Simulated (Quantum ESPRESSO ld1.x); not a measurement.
These are the eigenvalues of the occupied orbitals of an atom or ion with whole-number occupations (eV). Method: Dirac Kohn-Sham, LDA (Slater exchange, Perdew-Zunger correlation), spin-unpolarised, spherical densities, point nucleus; computed with ld1.x of Quantum ESPRESSO 7.5.

| orbital | eigenvalue |
|---|---|
| 1s1/2 | -3983.12 |
| 2s1/2 | -731.552 |
| 2p1/2 | -675.914 |
| 2p3/2 | -672.336 |

Which element is it, and in what charge state? The configuration may be excited. Open shells, if any, are shared by 2j + 1.

Answer. Z = 19, potassium, charge +12: K12+ in [He] 2s2 2p3. The list shows which subshells hold electrons but not how many an open one holds; the 1s level, -146.38 hartree, gives Z - s = 17.1 by -(Z - s)^2/2, which with screening and relativity narrows Z to a few neighbours, and the depths of the outer levels then fix element, charge and occupations together.
